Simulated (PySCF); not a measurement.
InO, doublet, at a GFN2-xTB geometry (such geometries of metal compounds can be far from the true shape) (core potentials on In).

PySCF was given this input:
```python
from pyscf import gto, scf, dft

mol = gto.M(
    atom='''
In   -0.000000   -0.000000   -0.259256
O     0.000000    0.000000    1.587945
''',
    basis='def2-svp',
    ecp={'In': 'def2-svp'},
    charge=0,
    spin=1,
    verbose=4,
)

mf = dft.UKS(mol)
mf.xc = 'camb3lyp'
mf.kernel()
mf.analyze()
```

Question: What does this run give for the dipole moment, total energy, nuclear repulsion energy, HOMO energy, <S^2>, number of basis functions?

Answer: 
```
Property                         Result
-------------------------  ------------
dipole moment                    3.43 D
total energy               -265.1821 Eh
nuclear repulsion energy     48.1278 Eh
HOMO energy                    -8.78 eV
<S^2>                             0.766
number of basis functions            40
```

These values belong to the state on which the SCF converged, which isn't shown to be the lowest.
